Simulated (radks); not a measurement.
The numbers below are computed, except where a source is named.
Re, configuration [Xe] 4f14 5d4 6s2 6p1 (not the ground configuration).

Code: a radial shooting solver on a logarithmic mesh with Libxc functionals. Model: scalar-relativistic Kohn-Sham, r2SCAN, spin-unpolarised, spherical densities, finite nucleus; meta-GGA in the generalised Kohn-Sham scheme; Fermi nuclear charge, rms radius 5.3698 fm.

Energy parts (eV):
| part | energy |
|---|---|
| total | -454186.47 |
| kinetic | 501755.14 |
| electron-nucleus | -1123856.21 |
| Hartree | 176912.83 |
| exchange-correlation | -8998.22 |

Orbitals (lengths in bohr, moments of r in powers of bohr):
1s: occ. 2; eigenvalue (eV) -71735.46; <r^4> 5.465e-07; <r> 0.01804
2s: occ. 2; eigenvalue (eV) -12467.98; <r^4> 0.00008173; <r> 0.07620
2p: occ. 6; eigenvalue (eV) -10879.52; <r^4> 0.00006463; <r> 0.06835
3s: occ. 2; eigenvalue (eV) -2900.235; <r^4> 0.002983; <r> 0.1972
3p: occ. 6; eigenvalue (eV) -2429.637; <r^4> 0.003228; <r> 0.1977
3d: occ. 10; eigenvalue (eV) -1894.961; <r^4> 0.002499; <r> 0.1793
4s: occ. 2; eigenvalue (eV) -614.6970; <r^4> 0.06951; <r> 0.4406
4p: occ. 6; eigenvalue (eV) -459.6647; <r^4> 0.09256; <r> 0.4684
4d: occ. 10; eigenvalue (eV) -264.0773; <r^4> 0.1348; <r> 0.5000
4f: occ. 14; eigenvalue (eV) -47.3675; <r^4> 0.3974; <r> 0.5796
5s: occ. 2; eigenvalue (eV) -91.5741; <r^4> 2.132; <r> 1.036
5p: occ. 6; eigenvalue (eV) -52.5233; <r^4> 4.095; <r> 1.201
5d: occ. 4; eigenvalue (eV) -8.6086; <r^4> 30.72; <r> 1.814
6s: occ. 2; eigenvalue (eV) -7.9891; <r^4> 152.5; <r> 2.939
6p: occ. 1; eigenvalue (eV) -2.3612; <r^4> 677.0; <r> 4.112

The highest occupied level is 6p at -2.361 eV. The electron density at the nucleus is 1.648e+06 e/bohr^3 (large components only).
